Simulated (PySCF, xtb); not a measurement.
C2H4BNO2, SMILES OB1C=NCO1.

GFN2-xTB run with xtb at its own geometry gives an orbital gap of 3.27 eV and a dipole moment of 2.00 D.

Geometry: B3LYP-D3(BJ)/def2-SVP. The structure was generated by enumeration, and PubChem lists no compound with its InChIKey, so it may never have been made. The values are those of a single conformer.

**Question.** What does r2SCAN/def2-TZVP (PySCF) give? (Estimate from the structure and the level; the computed values follow.)

**Answer.** gap 4.53 eV (levels -6.58 and -2.05 eV), dipole 1.59 D.
